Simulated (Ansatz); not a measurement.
Basis-set series for `S[SiH2][GeH3]`. The species carries charge 0 and has multiplicity 1. The geometry is a stationary point of PBE0-D4/def2-TZVP. It is one conformer, not always the lowest.

| functional | basis | functions | energy (Eh) | HOMO (eV) | LUMO (eV) |
| --- | --- | --- | --- | --- | --- |
| PBE0-D4 | def2-TZVPP | 216 | -2767.81881 | -7.32 | -0.26 |
| PBE0-D4 | def2-QZVPP | 409 | -2767.88591 | -7.34 | -0.38 |
| ωB97M-V | def2-TZVPP | 216 | -2768.15885 | -9.41 | 1.50 |
| ωB97M-V | def2-QZVPP | 409 | -2768.22390 | -9.44 | 1.19 |

**Question.** Give the rows for def2-SVP. (An estimate is asked.)

**Answer.** Computed: 
| functional | basis | functions | energy (Eh) | HOMO (eV) | LUMO (eV) |
| --- | --- | --- | --- | --- | --- |
| PBE0-D4 | def2-SVP | 98 | -2767.31326 | -7.22 | -0.02 |
| ωB97M-V | def2-SVP | 98 | -2767.65269 | -9.28 | 1.90 |

Positive LUMOs are unbound and depend on the basis. Scalar relativity is left out up to krypton.
